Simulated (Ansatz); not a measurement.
One change: `OCC[SiH2]O` becomes `COC[SiH2]O`.

Ansatz, PBE0-D4/def2-TZVP geometries, multiplicity 1. Each molecule was computed in one conformer, which needn't be the lowest.

```csv
property,`OCC[SiH2]O`
size of the dipole moment (B3LYP/def2-TZVPP) / D,3.53
HOMO–LUMO gap (PBE0/def2-TZVPP) / eV,8.56
HOMO–LUMO gap (PBE/def2-TZVPP) / eV,6.21
HOMO energy (B3LYP/def2-TZVPP) / eV,-7.79
LUMO energy (ωB97M-V/def2-TZVPP) / eV,2.02
size of the dipole moment (PBE/def2-TZVPP) / D,3.44
```

What does the change do to each property? (Best estimate.)

Ansatz gave: 
```tsv
property	`COC[SiH2]O`	shift
size of the dipole moment (B3LYP/def2-TZVPP) / D	1.91	-1.62
HOMO–LUMO gap (PBE0/def2-TZVPP) / eV	7.52	-1.04
HOMO–LUMO gap (PBE/def2-TZVPP) / eV	5.15	-1.06
HOMO energy (B3LYP/def2-TZVPP) / eV	-7.08	0.71
LUMO energy (ωB97M-V/def2-TZVPP) / eV	1.88	-0.14
size of the dipole moment (PBE/def2-TZVPP) / D	1.86	-1.58
```

With PBE0 the HOMO rises by 0.70 eV and the LUMO falls by 0.34 eV, so the gap narrows by about 1.04 eV. PBE moves the HOMO by 0.70 eV and ωB97M-V by 0.69 eV. Dipoles are sizes alone; their direction can turn.

B3LYP here is the variant with VWN-RPA as its local correlation; programs differ in this.
